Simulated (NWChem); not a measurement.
# C₄H₇F; SMILES FC1CCC1

```xyz
12

F     -0.1542    -1.8154     0.0000
C      0.3995    -0.5468     0.0000
C     -0.0893     0.4312    -1.0840
C     -0.0447     1.5456     0.0000
C     -0.0893     0.4312     1.0840
H      1.4906    -0.6581     0.0000
H      0.5124     0.5478    -1.9903
H     -1.1199     0.1870    -1.3615
H      0.9103     2.0804     0.0000
H     -0.8551     2.2791     0.0000
H     -1.1199     0.1870     1.3615
H      0.5124     0.5478     1.9903
```
Atoms are numbered in this order, from 1.

All runs: NWChem. Medium grid unless said otherwise, to which SCAN and Minnesota functionals are sensitive. All runs use the structure optimised with B3LYP/6-31G* (spherical d).

Task: Order these by “orbital gap (eV)”, lowest first: CAM-B3LYP/def2-TZVP; B3LYP/def2-TZVP; PBE/def2-TZVP; r2SCAN/def2-TZVP; PBE0/def2-TZVP.

Result: PBE/def2-TZVP (7.63), r2SCAN/def2-TZVP (8.65), B3LYP/def2-TZVP (9.41), PBE0/def2-TZVP (9.95), CAM-B3LYP/def2-TZVP (12.18)
